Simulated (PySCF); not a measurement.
## Si²⁺: excitation energy

Si²⁺ [Ne] 3s2 (1S) → Si²⁺ [Ne] 3s1 4s1 (3S), as a difference of total energies. Computed with PySCF 2.14 in x2c-TZVPPall with one added diffuse shell each of s, p, d type (6s6p4d1f, 51 functions), with scalar relativity by spin-free X2C-1e. Correlated levels: valence and next inner shell: 1s2 frozen. The calculations carry no spin-orbit coupling.

| method | excitation energy (eV) |
| --- | --- |
| UHF | 17.910 |
| MP2 (valence and next inner shell) | 18.830 |
| SCS-MP2 (valence and next inner shell) | 19.042 |
| CCSD (valence and next inner shell) | 18.982 |
| CCSD(T) (valence and next inner shell) | 19.007 |

Q: How much does correlation contribute at CCSD(T) (valence and next inner shell)?

A: 19.007 − (17.910) = 1.097 eV, measured against UHF.

The promoted electron is Rydberg-like, and one or two diffuse shells describe it only roughly, which tends to raise the upper state.
